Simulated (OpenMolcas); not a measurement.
# Pd4+: moving or changing the point charges

Pd4+ among 6 point charges of -1.7 e arranged as a tetragonal octahedron (D4h), 2.01 Å from the ion, with the axial distance 1.889 Å.
```
   2.0100    0.0000    0.0000  -1.70
   0.0000    2.0100    0.0000  -1.70
  -2.0100    0.0000    0.0000  -1.70
   0.0000   -2.0100    0.0000  -1.70
   0.0000    0.0000    1.8894  -1.70
   0.0000    0.0000   -1.8894  -1.70
```

```yaml
Program: OpenMolcas 26.06
Method: CASSCF
Basis: ANO-RCC-VDZP [6s5p3d1f]
Scalar_Hamiltonian: DKH2, point nucleus
Active_space: 6 electrons in 5 orbitals (4d)
State_averaging: 2S+1 = 5 even, 5 roots; 2S+1 = 3 even, 45 roots; 2S+1 = 1 even, 50 roots
Spin-orbit_coupling: RASSI with atomic mean-field integrals over the reference wave functions
```

Runs around this geometry, states (labels of D4, the rotations of D4h). Energies in cm-1 above the lowest state or level, χT in cm3 K/mol.

| R (Å) | q (e) | Axial / equatorial distance | Ground state | First state of that spin | First gap with spin-orbit (degeneracies) | χT at 300 K | First state of another spin |
| --- | --- | --- | --- | --- | --- | --- | --- |
| 2.01 | -1.7 | 0.86 | 5B2 | 5E 4409 | 16.3 (1, 1) | 4.053 | 3E 17785 |
| 2.01 | -0.85 | 0.94 | 5B2 | 5E 808.2 | 75.5 (2, 1) | 4.878 | 3A2 20179 |
| 1.84 | -1.7 | 0.94 | 5B2 | 5E 1990 | 38.7 (1, 1) | 4.088 | 3A2 15966 |
| 2.01 | -1.7 | 0.94 | 5B2 | 5E 1629 | 23.7 (1, 2) | 4.375 | 3A2 18399 |
| 2.1 | -1.7 | 0.94 | 5B2 | 5E 1467 | 25.2 (1, 2) | 4.526 | 3A2 19218 |

Taking the first state of the same spin as R^-n, n = -ln(1467 / 1990) / ln(2.1 / 1.84) = 2.3 between the shortest and longest distance.

Scaling the charges by -0.85 / -1.7 = 0.50 scales the first state of the same spin by 808.2 / 1629 = 0.50; with fixed orbitals a first-order splitting would follow the charge.

Without dynamic correlation the repulsion within the d shell is too large (B by tens of per cent), so at a given field states of lower spin stand too high. Point charges give a weaker field than real ligands, and real ions of this kind are as a rule low spin; the high spin found here belongs to the model. Spin-orbit coupling mixes the spin-free states strongly: the lowest level takes only 48 % from its leading state, 5B2 (holds for R = 2.01, q = -0.85, ratio = 0.94). The ground term spreads over less than 5000 cm-1, several times less than with real ligands, so orbital moments are less quenched and χT lies further from the spin-only value than at real sites (holds for R = 2.01, q = -0.85, ratio = 0.94). Point charges carry no covalency, so the field is a model and not that of real ligands. No measured value stands beside these numbers.
